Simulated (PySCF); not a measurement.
PySCF input (M06-L/def2-TZVPD):

```python
from pyscf import gto, scf, dft

mol = gto.M(
    atom='''
    Sb    0.00020347   -0.00057521    0.05360724
    H    -0.91134945   -1.07727245   -0.91954118
    H    -0.49094307    1.33948235   -0.89520480
    H     1.39191538   -0.23287408   -0.91922302
    ''',
    basis='def2-tzvpd',
    ecp='def2-tzvp',
    charge=0,
    spin=0,
    verbose=4,
)

mf = dft.RKS(mol, xc='m06l').density_fit(auxbasis='def2-universal-jkfit')
mf.grids.level = 4
mf.conv_tol = 1e-9
mf.max_cycle = 100
mf.max_memory = 1500
mf.kernel()
if not mf.converged:
    mf = mf.newton()
    mf.kernel(mf.make_rdm1())
mf.analyze()
```

End of the output:

```
Extra cycle  E= -242.197965781929  delta_E= -7.39e-13  |g|= 2.15e-06  |ddm|= 1.07e-05
converged SCF energy = -242.197965781929
**** SCF Summaries ****
Total Energy =                        -242.197965781929383
Nuclear Repulsion Energy =              21.952144283790584
One-electron Energy =                 -465.400566897341093
Two-electron Energy =                  201.250456831621136
Two-electron Coulomb Energy =          221.899463755665352
DFT Exchange-Correlation Energy =      -20.649006924044212
HOMO-LUMO gap [eV] =                     5.931846986013298
**** MO energy ****
MO #1   energy= -5.61813816860305  occ= 2
MO #2   energy= -3.86002575607794  occ= 2
MO #3   energy= -3.86002503208826  occ= 2
MO #4   energy= -3.85476925899646  occ= 2
MO #5   energy= -1.24097095611851  occ= 2
MO #6   energy= -1.24097077691972  occ= 2
MO #7   energy= -1.23708154564907  occ= 2
MO #8   energy= -1.23708029761874  occ= 2
MO #9   energy= -1.2347862433395   occ= 2
MO #10  energy= -0.535122727831769 occ= 2
MO #11  energy= -0.313768622226666 occ= 2
MO #12  energy= -0.313765448491071 occ= 2
MO #13  energy= -0.237753827461074 occ= 2
MO #14  energy= -0.0197624696649851 occ= 0
MO #15  energy= -0.0197576761338165 occ= 0
MO #16  energy= 0.00704427902467319 occ= 0
MO #17  energy= 0.076908066045599  occ= 0
MO #18  energy= 0.0773292554647031 occ= 0
MO #19  energy= 0.0773297562447885 occ= 0
MO #20  energy= 0.0948183754481132 occ= 0
MO #21  energy= 0.0948190306038739 occ= 0
MO #22  energy= 0.10961335137358   occ= 0
MO #23  energy= 0.12411299674126   occ= 0
MO #24  energy= 0.148264754495433  occ= 0
MO #25  energy= 0.148267332149428  occ= 0
MO #26  energy= 0.209936001918904  occ= 0
MO #27  energy= 0.209936657190167  occ= 0
MO #28  energy= 0.225423400447244  occ= 0
MO #29  energy= 0.242249980064717  occ= 0
MO #30  energy= 0.255708899175608  occ= 0
MO #31  energy= 0.255709303055667  occ= 0
MO #32  energy= 0.296467048473671  occ= 0
MO #33  energy= 0.303558151603453  occ= 0
MO #34  energy= 0.303558906584341  occ= 0
MO #35  energy= 0.376464957201353  occ= 0
MO #36  energy= 0.376465906652852  occ= 0
MO #37  energy= 0.408324213330314  occ= 0
MO #38  energy= 0.412338001476575  occ= 0
MO #39  energy= 0.412338591839674  occ= 0
MO #40  energy= 0.445604207112103  occ= 0
MO #41  energy= 0.530921123216284  occ= 0
MO #42  energy= 0.530942705913407  occ= 0
MO #43  energy= 0.532300968227262  occ= 0
MO #44  energy= 0.778995811039723  occ= 0
MO #45  energy= 0.806203408192792  occ= 0
MO #46  energy= 0.818096431678827  occ= 0
MO #47  energy= 0.818101357440192  occ= 0
MO #48  energy= 0.908424958910967  occ= 0
MO #49  energy= 0.917664835165573  occ= 0
MO #50  energy= 0.917669873287033  occ= 0
MO #51  energy= 1.06379158809513   occ= 0
MO #52  energy= 1.07588953815399   occ= 0
MO #53  energy= 1.07589528309046   occ= 0
MO #54  energy= 1.32696422139921   occ= 0
MO #55  energy= 1.3269684940884    occ= 0
MO #56  energy= 1.33954539353329   occ= 0
MO #57  energy= 1.33955135621669   occ= 0
MO #58  energy= 1.35457011345403   occ= 0
MO #59  energy= 1.71149463343018   occ= 0
MO #60  energy= 1.72645069585323   occ= 0
MO #61  energy= 1.72650034205509   occ= 0
MO #62  energy= 1.88042551127327   occ= 0
MO #63  energy= 1.89425812769243   occ= 0
MO #64  energy= 1.89430571836609   occ= 0
MO #65  energy= 2.13177295918182   occ= 0
MO #66  energy= 2.34897517635607   occ= 0
MO #67  energy= 2.36685260184615   occ= 0
MO #68  energy= 2.36686498909572   occ= 0
MO #69  energy= 2.43391781069198   occ= 0
MO #70  energy= 2.47464997427933   occ= 0
MO #71  energy= 2.47467597681845   occ= 0
MO #72  energy= 2.48426928335055   occ= 0
MO #73  energy= 2.64257231359954   occ= 0
MO #74  energy= 2.64261495237821   occ= 0
MO #75  energy= 2.92044224382187   occ= 0
MO #76  energy= 3.00610663678425   occ= 0
MO #77  energy= 3.00611133150206   occ= 0
MO #78  energy= 3.76076873493193   occ= 0
MO #79  energy= 39.4575861926735   occ= 0
MO #80  energy= 39.4979685971348   occ= 0
MO #81  energy= 39.4979689977517   occ= 0
MO #82  energy= 40.6100509205467   occ= 0
MO #83  energy= 111.307395141006   occ= 0

WARN: Weak orthogonality for localized orbitals 4.3191843599923225e-09

 ** Mulliken pop on meta-lowdin orthogonal AOs  **
 ** Mulliken pop  **
pop of  0 Sb 4s           1.79024
pop of  0 Sb 5s           1.80923
pop of  0 Sb 6s           0.08220
pop of  0 Sb 7s           0.00858
pop of  0 Sb 8s           0.00209
pop of  0 Sb 9s           0.00892
pop of  0 Sb 10s          0.09834
pop of  0 Sb 4px          0.01022
pop of  0 Sb 4py          0.28390
pop of  0 Sb 4pz          0.28390
pop of  0 Sb 5px          1.70142
pop of  0 Sb 5py          1.72225
pop of  0 Sb 5pz          1.72225
pop of  0 Sb 6px          0.25102
pop of  0 Sb 6py          0.18390
pop of  0 Sb 6pz          0.18246
pop of  0 Sb 7px          0.39887
pop of  0 Sb 7py          0.03959
pop of  0 Sb 7pz          0.03958
pop of  0 Sb 8px          0.08411
pop of  0 Sb 8py          0.00184
pop of  0 Sb 8pz          0.00185
pop of  0 Sb 4dxy         1.36410
pop of  0 Sb 4dyz         1.36121
pop of  0 Sb 4dz^2        1.36418
pop of  0 Sb 4dxz         1.36173
pop of  0 Sb 4dx2-y2      1.99610
pop of  0 Sb 5dxy         0.24997
pop of  0 Sb 5dyz         0.26484
pop of  0 Sb 5dz^2        0.24978
pop of  0 Sb 5dxz         0.26183
pop of  0 Sb 5dx2-y2      0.00274
pop of  0 Sb 6dxy         0.17849
pop of  0 Sb 6dyz         0.19403
pop of  0 Sb 6dz^2        0.17811
pop of  0 Sb 6dxz         0.18181
pop of  0 Sb 6dx2-y2      0.00534
pop of  0 Sb 7dxy         0.18425
pop of  0 Sb 7dyz         0.17395
pop of  0 Sb 7dz^2        0.18447
pop of  0 Sb 7dxz         0.17591
pop of  0 Sb 7dx2-y2      0.00024
pop of  0 Sb 4f-3         0.00001
pop of  0 Sb 4f-2         0.00018
pop of  0 Sb 4f-1         0.00001
pop of  0 Sb 4f+0         0.00008
pop of  0 Sb 4f+1         0.00002
pop of  0 Sb 4f+2         0.00018
pop of  0 Sb 4f+3         0.00004
pop of  0 Sb 5f-3         0.00116
pop of  0 Sb 5f-2         0.00313
pop of  0 Sb 5f-1         0.00058
pop of  0 Sb 5f+0         0.00318
pop of  0 Sb 5f+1         0.00066
pop of  0 Sb 5f+2         0.00354
pop of  0 Sb 5f+3         0.00360
pop of  1 H 1s            1.59328
pop of  1 H 2s            0.03639
pop of  1 H 3s            0.02220
pop of  1 H 2px           0.02527
pop of  1 H 2py           0.03036
pop of  1 H 2pz           0.02361
pop of  1 H 3px           0.01113
pop of  1 H 3py           0.01268
pop of  1 H 3pz           0.02429
pop of  2 H 1s            1.59381
pop of  2 H 2s            0.03648
pop of  2 H 3s            0.02233
pop of  2 H 2px           0.01453
pop of  2 H 2py           0.04072
pop of  2 H 2pz           0.02432
pop of  2 H 3px           0.00887
pop of  2 H 3py           0.01570
pop of  2 H 3pz           0.02464
pop of  3 H 1s            1.59427
pop of  3 H 2s            0.03655
pop of  3 H 3s            0.02244
pop of  3 H 2px           0.04441
pop of  3 H 2py           0.01005
pop of  3 H 2pz           0.02540
pop of  3 H 3px           0.01671
pop of  3 H 3py           0.00828
pop of  3 H 3pz           0.02502
 ** Mulliken atomic charges  **
charge of    0Sb =      2.34376
charge of    1H =     -0.77922
charge of    2H =     -0.78141
charge of    3H =     -0.78313
Dipole moment(X, Y, Z, Debye):  0.00194, -0.00513,  0.47974
```
